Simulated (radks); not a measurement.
Results of a calculation; reference values are marked as such.
Q: All-electron atom: the dysprosium ion Dy3+ in [Xe] 4f(up 4.5, down 4.5) (fractional occupations, a model configuration). Level of theory: non-relativistic Kohn-Sham, PBE, spin-polarised, spherical densities, point nucleus; relativity is left out, which matters for an element this heavy (a radial shooting solver on a logarithmic mesh with Libxc functionals). Some entries of the table are withheld. Estimate them.

orbital  occ.  eigenvalue (hartree)  <r^2> (bohr^2)
1s          2                   (1)             (2)
2s          2             -296.7715         0.01118
2p          6                   (3)        0.008307
3s          2             -66.60851         0.07188
3p          6             -60.36751         0.06711
3d         10             -48.74012         0.05328
4s          2             -13.81694          0.3604
4p          6             -11.34186          0.3791
4d         10              -6.90994             (4)
5s          2              -2.59685           2.088
5p          6                   (5)           2.599
4f          9              -1.43718          0.7663

A: 
(1) 1s eigenvalue (hartree): -1845.997
(2) 1s <r^2> (bohr^2): 0.0007057
(3) 2p eigenvalue (hartree): -282.8673
(4) 4d <r^2> (bohr^2): 0.4292
(5) 5p eigenvalue (hartree): -1.91802
